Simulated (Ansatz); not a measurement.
Molecule: C$_{4}$H$_{4}$N, charge -1, multiplicity 1. It need not be the lowest isomer of its formula. Whether it binds its extra electron was not tested at this geometry. SMILES: [CH-]=CCC#N
Coordinates optimised at B3LYP-D3(BJ)/def2-TZVP (Ansatz, a first-principles code):
```
C
H 1 1.0928
H 1 1.0994 2 107.21
C 1 1.4616 2 108.43 3 114.69
N 4 1.1553 3 150.29 1 175.42
C 1 1.5503 2 108.52 3 -120.58
C 6 1.3398 1 126.97 2 5.41
H 6 1.0969 7 122.23 1 -178.01
H 7 1.1171 6 109.19 8 179.50
```
Charge -1, spin multiplicity 1.

Parts of the frozen-core correlation energy in cc-pVTZ (Ansatz, hartree). Frozen orbitals: 5; correlated occupied orbitals by spin: 13 and 13; virtual: 188 and 188. Spin-orbit coupling is left out. No relativistic terms.

```tsv
term	value
reference (HF)	-208.21918
MP2 opposite-spin	-0.63134
MP2 same-spin	-0.20460
CCSD correlation	-0.85918
(T)	-0.04421
T1 diagnostic	0.015
largest doubles amplitude	0.034
```
